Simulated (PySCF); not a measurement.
Cartesian coordinates in Å; atom numbers follow the order of the lines, from 1:
```xyz
21

C    -2.8864   -0.9368    0.1109
N    -1.9162    0.0775    0.4249
C    -2.3013    1.4325    0.1501
C    -0.5787   -0.2298    0.2192
C     0.0139   -1.5348    0.2529
C     1.3601   -1.3777    0.0303
N     1.6382   -0.0447   -0.1545
Si    3.2449    0.6675   -0.3000
C     0.4481    0.6629   -0.0456
H    -3.8761   -0.6209    0.4722
H    -2.6407   -1.8787    0.6225
H    -2.9683   -1.1528   -0.9758
H    -3.3541    1.5829    0.4287
H    -2.1801    1.7164   -0.9180
H    -1.6954    2.1295    0.7510
H    -0.4918   -2.4832    0.4164
H     2.1477   -2.1276   -0.0193
H     3.2094    1.7162   -1.3590
H     4.1658   -0.4417   -0.6723
H     3.6887    1.2925    0.9812
H     0.4264    1.7418   -0.1742
```

- σ from GIAO-PBE0/pcSseg-1
- geometry: PBE0-D3(BJ)/def2-SVP
- program: PySCF 2.14
- equivalent nuclei averaged, gas phase, a single conformation, relativity neglected

List the cross peaks expected in HSQC, COSY and HMBC spectra.

Results:



HSQC (one-bond C–H):
| δH | δC |
| --- | --- |
| 6.47 (H17) | 129.7 (C6) |
| 6.06 (H16) | 106.5 (C5) |
| 5.90 (H21) | 106.5 (C9) |
| 2.61 (H10/H11/H12/H13/H14/H15) | 41.0 (C1/C3) |

COSY cross peaks (H two or three bonds apart, from the bond graph; peaks can be absent where the dihedral angle is near 90°):
| δH | δH |
| --- | --- |
| 6.47 (H17) | 6.06 (H16) |

HMBC (two and three bonds, from the bond graph):
| δH | δC |
| --- | --- |
| 6.47 (H17) | 148.6 (C4), 106.5 (C5), 106.5 (C9) |
| 6.06 (H16) | 148.6 (C4), 129.7 (C6), 106.5 (C9) |
| 5.90 (H21) | 148.6 (C4), 129.7 (C6), 106.5 (C5) |
| 4.96 (H18/H19/H20) | 129.7 (C6), 106.5 (C9) |
| 2.61 (H10/H11/H12/H13/H14/H15) | 148.6 (C4), 41.0 (C1/C3) |

Chemical shifts δ = σref − σ; ¹H and ¹³C against TMS, all at this level.

Short H···H contacts in this conformer between protons four or more bonds apart (candidates for NOE cross peaks, intensity ∝ r⁻⁶): H11···H16 2.24 Å, H15···H21 2.35 Å, H17···H19 2.71 Å.

Shifts are as computed. Against solution values, carbons near 30 ppm lie about +2 ppm off and those near 130 ppm about +5 ppm. Of 1211 compounds with measured shifts, 218 miss one by over three times the rms of a fit or turn the order of signals round; such compounds aren't used in these exercises.
